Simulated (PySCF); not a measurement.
# How methods differ on the ionisation energy of Te⁺

Te⁺ [Kr] 4d10 5s2 5p3 [5p1/2^2 5p3/2^1, M_J = 3/2] → Te²⁺ [Kr] 4d10 5s2 5p2 [5p1/2^2, M_J = 0], as a difference of total energies. Calculation: PySCF 2.14, in x2c-SVPall-2c; the two-component X2C-1e Hamiltonian. Correlated levels: [Ar] 3d10 frozen; the 6 highest virtual spinors dropped. "Screened" scales the spin-orbit matrix elements by Boettger's factors to mimic the two-electron term; Breit and QED terms are absent.

```json
{"method": "GHF (spin-free)", "ionisation energy (eV)": "18.495"}
{"method": "GMP2 (spin-free)", "ionisation energy (eV)": "18.781"}
{"method": "GHF (screened spin-orbit)", "ionisation energy (eV)": "18.366"}
{"method": "GMP2 (screened spin-orbit)", "ionisation energy (eV)": "18.448"}
```

Question: How much does correlation contribute at GMP2 (screened spin-orbit)?

Answer: 18.448 − (18.366) = 0.082 eV, measured against GHF (screened spin-orbit).

The spin-free rows relax to the high-spin LS determinant and lack the spin-orbit shift.

Errors of the correlated levels include the incompleteness of this basis and the frozen core.

The labels give the starting determinants; with spin-orbit coupling the two ends relaxed to ⟨J²⟩ = 3.75, ⟨L²⟩ = 0.10, ⟨S²⟩ = 3.65 and ⟨J²⟩ = 0.00, ⟨L²⟩ = 1.35, ⟨S²⟩ = 1.35.

For comparison: 18.6 ± 0.4 eV (measured; NIST Atomic Spectra Database, ionization energies).
